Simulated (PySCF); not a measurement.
## Dipole polarisabilities along the second row

Calculated with PySCF 2.14 for the ground configurations, without spin-orbit coupling: coupled response for Hartree-Fock and DFT. Mean α in bohr³, C₆ of like pairs in atomic units.

```csv
species,α UHF,α PBE,α PBE0,α recommended (Schwerdtfeger and Nagle),C₆ UHF,C₆ PBE,C₆ PBE0
"Li [He] 2s1 (aug-cc-pCVQZ, non-relativistic)",169.9,142.0,146.7,164.1,1477,1127,1184
"Be [He] 2s2 (aug-cc-pCVQZ-DK, spin-free X2C)",45.58,42.86,42.94,37.74 ± 0.03,282.4,256.9,257.9
"B [He] 2s2 2p1 (aug-cc-pCVQZ-DK, spin-free X2C)",22.19,23.78,22.61,20.5 ± 0.1,106.1,116.6,110.0
"C [He] 2s2 2p2 (aug-cc-pwCVQZ, non-relativistic)",11.97,13.47,12.69,11.3 ± 0.4,46.36,54.78,50.83
"O [He] 2s2 2p4 (aug-cc-pCVQZ-DK, spin-free X2C)",4.745,5.775,5.371,5.3 ± 0.2,13.85,17.69,16.19
"F [He] 2s2 2p5 (aug-cc-pwCVQZ, non-relativistic)",3.255,4.033,3.749,3.74 ± 0.08,8.503,11.05,10.11
"Ne [Ne] (aug-cc-pwCVQZ, non-relativistic)",2.329,2.881,2.686,2.661,5.474,7.103,6.522
```

(1) Fill in the row of N [He] 2s2 2p3 (aug-cc-pwCVQZ, non-relativistic).

Hartree-Fock lacks correlation. All values carry a basis error.

Answers

(1) α UHF 7.173; α PBE 8.248; α PBE0 7.757; α recommended (Schwerdtfeger and Nagle) 7.4 ± 0.2; C₆ UHF 23.29; C₆ PBE 28.38; C₆ PBE0 26.22.
